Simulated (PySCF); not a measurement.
CHN, triplet, at a GFN2-xTB geometry (a higher spin typed on purpose: for a closed-shell molecule this is an excited state), with bond 2-1 at 1.25 times its length; B3LYP/def2-SVP in PySCF.

Here is a job for PySCF.
```python
from pyscf import gto, scf, dft

mol = gto.Mole()
mol.atom = '''
    C    -0.45270886    0.35757152   -0.08821317
    N     0.83960763   -0.41428017    0.11584862
    H    -1.35175721   -0.32606026    0.00402514
'''
mol.basis = 'def2-svp'
mol.spin = 2
mol.verbose = 5
mol.build()

mf = dft.UKS(mol)
mf.xc = 'b3lyp'
mf.kernel()
mo_i, mo_e, stable_i, stable_e = mf.stability(internal=True, external=False, return_status=True, nroots=6, tol=1e-6)
print('internally stable:', stable_i, ' externally stable:', stable_e)
if not stable_i:
    umf = mf.copy()
    umf.scf_summary = {}
    umf.kernel(umf.make_rdm1(mo_i, mf.mo_occ))
```

Q: What does PySCF print? Leave out banner, timings and long lists.

A: 
```
PySCF version 2.14.0

[INPUT] verbose = 5
[INPUT] max_memory = 4000
[INPUT] num. atoms = 3
[INPUT] num. electrons = 14
[INPUT] charge = 0
[INPUT] spin (= nelec alpha-beta = 2S) = 2
[INPUT] symmetry False subgroup None
[INPUT] Mole.unit = angstrom
[INPUT] Symbol           X                Y                Z      unit          X                Y                Z       unit  Magmom
[...]
[INPUT] ---------------- BASIS SET ----------------
[INPUT] l, kappa, [nprim/nctr], expnt,             c_1 c_2 ...
[INPUT] H
[...]
                                1.9622572         0.13796524
                                0.44453796        0.47831935
[...]
[INPUT] C
[...]
                                186.29004992      0.040638409211
                                42.251176346      0.18025593888
                                11.676557932      0.46315121755
                                3.5930506482      0.44087173314
[...]
                                2.0103545142      0.21117025112
                                0.54771004707     0.51328172114
[...]
[INPUT] N
[...]
                                257.64812677      -0.040221581118
                                58.458245853      -0.1793114499
                                16.198367905      -0.46376317823
                                5.0052600809      -0.44171422662
[...]
                                2.9257372874      -0.21807045028
                                0.79927750754     -0.51294466049
[...]
nuclear repulsion = 19.1199271433453
number of shells = 15
number of NR pGTOs = 55
number of NR cGTOs = 33
basis = def2-svp
ecp = {}

******** <class 'pyscf.dft.uks.UKS'> ********
method = UKS
initial guess = minao
damping factor = 0
level_shift factor = 0
DIIS = <class 'pyscf.scf.diis.CDIIS'>
diis_start_cycle = 1
diis_space = 8
diis_damp = 0
SCF conv_tol = 1e-09
SCF conv_tol_grad = None
SCF max_cycles = 50
direct_scf = True
direct_scf_tol = 1e-13
number electrons alpha = 8  beta = 6
XC library pyscf.dft.libxc version 7.1.2
    S. Lehtola, C. Steigemann, M. J. T. Oliveira, and M. A. L. Marques,  SoftwareX 7, 1–5 (2018)
XC functionals = b3lyp
    P. J. Stephens, F. J. Devlin, C. F. Chabalowski, and M. J. Frisch,  J. Phys. Chem. 98, 11623 (1994)
radial grids:
    Treutler-Ahlrichs [JCP 102, 346 (1995); DOI:10.1063/1.469408] (M4) radial grids

becke partition: Becke, JCP 88, 2547 (1988); DOI:10.1063/1.454033
pruning grids: <function nwchem_prune>
grids dens level: 3
symmetrized grids: False
[...]
converged SCF energy = -93.1240029650431  <S^2> = 2.0050517  2S+1 = 3.0033659
<class 'pyscf.dft.uks.UKS'> wavefunction has an internal instability
internally stable: False  externally stable: None
[...]
  alpha mo_energy =
[-14.41477924 -10.31092308  -0.84428559  -0.60417762  -0.41901232
  -0.37976213  -0.32572494  -0.27278416  -0.09861783   0.07476597
   0.14307732   0.37672862   0.4385988    0.47516593   0.48210734
   0.59383574   0.65027389   0.74056692   0.75139903   0.95231583
   1.23530643   1.29481628   1.54023357   1.71879354   1.77332292
   1.89566557   1.98730033   2.0999932    2.13147865   2.39782245
   2.43182191   2.68078808   2.83125961]
  beta  mo_energy =
[-14.38942928 -10.2981137   -0.78327368  -0.55709691  -0.36679192
  -0.3005355   -0.19676339  -0.07275637  -0.06972677   0.08894539
   0.18263567   0.40799338   0.477372     0.47803156   0.51913805
   0.60973571   0.68540392   0.77514926   0.81896063   0.98120955
   1.25088027   1.3429747    1.58159439   1.75323666   1.80958438
   1.95336      2.02092138   2.18949779   2.20828291   2.42723104
   2.50916765   2.71220085   2.88037216]
multiplicity <S^2> = 2.0149273  2S+1 = 3.0099351
nelec by numeric integration = [8.00000063 6.00000037]
E1 = -163.02437130676256  E2 = 50.76650791593454  Ecoul = 63.16525631322031  Exc = -12.398748397285775
cycle= 26 E= -93.1379362474827  delta_E= -9.6e-10  |g|= 2.46e-06  |ddm|= 0.000418
  alpha mo_energy =
[-14.41478051 -10.31092598  -0.84428656  -0.60417846  -0.41901307
  -0.37976321  -0.32572564  -0.27278489  -0.09861863   0.07476567
   0.14307647   0.37672797   0.43859784   0.47516511   0.48210696
   0.59383506   0.6502734    0.74056654   0.75139862   0.95231529
   1.23530592   1.29481559   1.54023238   1.71879277   1.77332191
   1.89566469   1.98729971   2.0999927    2.13147806   2.39782158
   2.43182101   2.68078726   2.83125854]
  beta  mo_energy =
[-14.38943055 -10.29811663  -0.78327472  -0.55709762  -0.36679261
  -0.30053666  -0.19676397  -0.07275733  -0.06972742   0.08894509
   0.18263495   0.40799257   0.47737127   0.4780306    0.51913756
   0.60973497   0.68540367   0.77514876   0.81896013   0.98120904
   1.25087966   1.34297414   1.58159322   1.75323588   1.80958341
   1.95335921   2.02092053   2.18949718   2.20828219   2.42723025
   2.50916688   2.71219999   2.88037126]
multiplicity <S^2> = 2.0149274  2S+1 = 3.0099352
nelec by numeric integration = [8.00000063 6.00000037]
E1 = -163.02437997268453  E2 = 50.7665165818469  Ecoul = 63.16526603944444  Exc = -12.398749457597535
Extra cycle  E= -93.1379362474923  delta_E= -9.61e-12  |g|= 2.64e-06  |ddm|= 7.37e-06
converged SCF energy = -93.1379362474923  <S^2> = 2.0149274  2S+1 = 3.0099352
```
